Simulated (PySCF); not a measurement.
PySCF 2.14 output of an unrestricted LDA calculation on a single atom or ion in aug-cc-pVQZ-PP with ECP60MDF, with a scalar-relativistic core potential:

```
SCF conv_tol = 1e-09
number electrons alpha = 12  beta = 10
    P. A. M. Dirac.,  Math. Proc. Cambridge Philos. Soc. 26, 376 (1930)
    F. Bloch.,  Z. Phys. 57, 545 (1929)
    S. H. Vosko, L. Wilk, and M. Nusair.,  Can. J. Phys. 58, 1200 (1980)
cycle= 1 E= -213.728119777405  delta_E= -0.0148  |g|= 0.0602  |ddm|=  1.1
cycle= 2 E= -213.728428200896  delta_E= -0.000308  |g|= 0.046  |ddm|= 0.255
cycle= 3 E= -213.728883312548  delta_E= -0.000455  |g|= 0.0014  |ddm|= 0.113
cycle= 4 E= -213.7288845658  delta_E= -1.25e-06  |g|= 0.000175  |ddm|= 0.0102
cycle= 5 E= -213.728884635359  delta_E= -6.96e-08  |g|= 2.52e-05  |ddm|= 0.00203
cycle= 6 E= -213.728884639519  delta_E= -4.16e-09  |g|= 1.74e-06  |ddm|= 0.000526
cycle= 7 E= -213.728884639522  delta_E= -2.93e-12  |g|= 2.17e-07  |ddm|= 4.37e-05
converged SCF energy = -213.728884639522  <S^2> = 2.0004615  2S+1 = 3.0003077
```

The run itself started from symmetry-adapted Hartree-Fock orbitals and held the occupation by maximum overlap, on a logarithmic radial grid, so the iterations belong to that start.

Q: Which element, charge and spin multiplicity is this?

A: Bi⁺ (bismuth, charge +1), multiplicity 3; the state was [Xe] 4f14 5d10 6s2 6p1 7s1, high-spin 3P determinant (an excited configuration).

Energies and moments cover only the electrons outside the core potential. Spin-orbit coupling, absent here, splits the open shell strongly. The outer electron is Rydberg-like, and this basis confines it to a smaller radius and binds it less than a complete one would.
